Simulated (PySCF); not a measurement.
Os(O)3(OH)2 (H2O5Os), SMILES [O]=[Os](=[O])(=[O])([OH])[OH], multiplicity 1. Geometry: PBE-D3(BJ)/def2-SVP. The spin state was assumed, not searched. The def2 effective core potentials stand for the cores of Os; spin–orbit coupling is left out. One conformer was computed; it need not be the lowest.

These are PBE-D3(BJ)/def2-SVP (PySCF) values and carry that method's errors.

Harmonic wavenumbers (cm⁻¹): 103, 243, 263, 293, 306, 320, 374, 498, 538, 613, 632, 896, 903, 934, 950, 952, 3646, 3650. Rotational constants (GHz): 3.345, 2.656, 2.375; symmetry number 2.

Question: Work out the zero-point energy and the ideal-gas rigid-rotor harmonic-oscillator thermochemistry at 298.15 K and 1 atm.

Answer: ZPE = ½ Σ hcν = ½ × 16115 cm⁻¹ = 96.39 kJ/mol. H − E(el) = 117.41 kJ/mol. Entropy in J/(mol K): translation 178.67, rotation 107.72, vibration 61.58, total 347.97. G − E(el) = 13.66 kJ/mol. Cp = 111.43 J/(mol K). Modes under 150 cm⁻¹ make the vibrational entropy uncertain.
